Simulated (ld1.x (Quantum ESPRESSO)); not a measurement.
Results of a calculation; reference values are marked as such.
## Potentials for carbon (C) compared

Generated with ld1.x 7.5 (TM, RRKJ, ultrasoft, PAW), atompaw 4.2 or ONCVPSP 4.0.1. The cutoff is in Ry: for ld1.x and atompaw files where the sum of valence levels is converged to 10 mRy in a Bessel basis, for ONCV files where the hardest occupied wave has 1 mHa per electron of residual kinetic energy. The error is the largest all-electron minus pseudo excitation energy over each file’s own four to seven test configurations (ionisations up to +4, promotions, holes and added fractions of an electron), all of which were solved. The labels leave out finer settings (local radius, basis sizes, second energies), which also bear on the numbers. Spin-polarised tests are not counted. The rows are a selection from randomly drawn settings: files with unsolved tests, undetermined cutoffs or missed reference levels are left out.

| potential | cutoff (Ry) | largest error (meV) | bound ghosts |
| --- | --- | --- | --- |
| TM, PBE, scalar-relativistic, rc 0.95/2.00 (sp), local s, core correction yes, reference 2s2 2p2 | 35 | +565 | none |
| TM, PBEsol, scalar-relativistic, rc 0.80/1.40/1.10 (spd), local smoothed, core correction no, reference 2s1.75 2p2.25 | 100 | +321 | none |
| TM, LDA (PZ), non-relativistic, rc 1.05/1.30 (sp), local smoothed, core correction yes, reference 2s2 2p2 | 55 | +127 | none |
| TM semilocal, PBEsol, scalar-relativistic, rc 0.95/3.25 (sp), local p, core correction yes, reference 2s1.5 2p2.5 | 35 | +1671 | none |
| ultrasoft, Wu–Cohen, scalar-relativistic, rc 1.30/3.25 (sp), local smoothed, core correction yes, reference 2s2 2p2 | 8 | +32 | none |

(1) Fill in the row for C: TM, PBEsol, scalar-relativistic, rc 1.10/1.45/1.25 (spd), local smoothed, core correction yes, reference 2s2 2p1.

(2) Fill in the row for C: RRKJ, LDA (PZ), non-relativistic, rc 1.10/2.20/1.65 (spd), local p, core correction yes, reference 2s2 2p2.

(3) Fill in the row for C: TM, PBEsol, scalar-relativistic, rc 0.75/2.50/2.40 (spd), local p, core correction yes, reference 2s2 2p2.

## Answers

(1) cutoff 45 Ry, largest error +147 meV, bound ghosts: none.

(2) cutoff 55 Ry, largest error +701 meV, bound ghosts: none.

(3) cutoff 140 Ry, largest error +1077 meV, bound ghosts: none.
